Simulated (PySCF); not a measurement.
Atom-mapped SMILES (the numbers label the heavy atoms): `[CH:1]#[C:2][C:3]#[C:4][C:5]1=[CH:6][CH2:7][SiH2:8]1`. Each H is labelled by its parent atom.

- shielding tensors at PBE0/pcSseg-1 (GIAO)
- geometry from GFN2-xTB
- code: PySCF
- non-relativistic Hamiltonian, rapidly exchanging positions averaged, no solvent model, single conformer

Problem. Predict the 2D correlation tables (HSQC, COSY, HMBC).

Solution. 

HSQC (one-bond C–H):
| δH | δC |
| --- | --- |
| 7.47 (H(C6)) | 171.2 (C6) |
| 2.07 (H(C1)) | 82.8 (C1) |
| 2.01 (H(C7)) | 19.5 (C7) |

COSY cross peaks (H two or three bonds apart, from the bond graph; peaks can be absent where the dihedral angle is near 90°):
| δH | δH |
| --- | --- |
| 7.47 (H(C6)) | 2.01 (H(C7)) |
| 5.09 (H(Si8)) | 2.01 (H(C7)) |

HMBC (two and three bonds, from the bond graph):
| δH | δC |
| --- | --- |
| 7.47 (H(C6)) | 133.6 (C5), 74.9 (C4), 19.5 (C7) |
| 5.09 (H(Si8)) | 171.2 (C6), 133.6 (C5), 74.9 (C4), 19.5 (C7) |
| 2.07 (H(C1)) | 89.0 (C3), 73.8 (C2) |
| 2.01 (H(C7)) | 171.2 (C6), 133.6 (C5) |

References, each an isolated molecule treated in the same way: 1H and 13C against TMS.

Shifts are as computed. Against solution values, carbons near 30 ppm lie about +3 ppm off and those near 130 ppm about +5 ppm. Of 1309 compounds with measured shifts, 239 miss one by over three times the rms of a fit or turn the order of signals round; such compounds aren't used in these exercises.
